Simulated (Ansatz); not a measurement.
Gas-phase electronic energies from Ansatz, PBE0-D4/def2-TZVP geometries. CCSD(T)/CBS is the MP2 limit (def2-TZVPP, def2-QZVPP) plus CCSD(T) − MP2 in def2-TZVPP, frozen cores. This one scheme is used for every species. DFT in def2-TZVPP. Elements past krypton have def2 core potentials. For I outer-core shells are correlated without core-valence functions, which leaves a few kJ/mol of doubt a bond. Each species was taken in one conformer, which may not be the lowest.

Reaction (hydrogenolysis of a C–C bond): `CCCI` + H₂ → `CCI` + CH₄

| level | ΔE (kcal/mol) | difference from CCSD(T)/CBS |
| --- | --- | --- |
| PBE-D4 | -15.7 | -0.1 |
| r2SCAN-D4 | -16.4 | -0.8 |
| PBE0-D4 | -16.3 | -0.7 |
| ωB97M-V | -16.2 | -0.6 |
| r2SCAN | -16.8 | -1.2 |
| PBE0 | -17.6 | -2.0 |
| MP2/def2-TZVPP | -15.0 | 0.6 |
| SCS-MP2/def2-TZVPP | -16.0 | -0.4 |
| CCSD/def2-TZVPP | -16.9 | -1.3 |
| MP2/def2-QZVPP | -14.8 | 0.8 |
| CCSD(T)/CBS | -15.6 | 0 |

Largest T1 diagnostic among the species: 0.008.

In def2-TZVPP, CCSD(T) changes the Hartree–Fock value by +5.2 kcal/mol (the triples alone add +1.0 kcal/mol) and MP2 by +6.1 kcal/mol. The D4 term adds +2.4 kcal/mol with B3LYP and +1.3 kcal/mol with PBE0; it sums over pairs of atoms, weighted by their polarisabilities, and B3LYP, whose exchange is more repulsive, gets the larger term.

B3LYP here is the variant with VWN-RPA as its local correlation; programs differ in this.
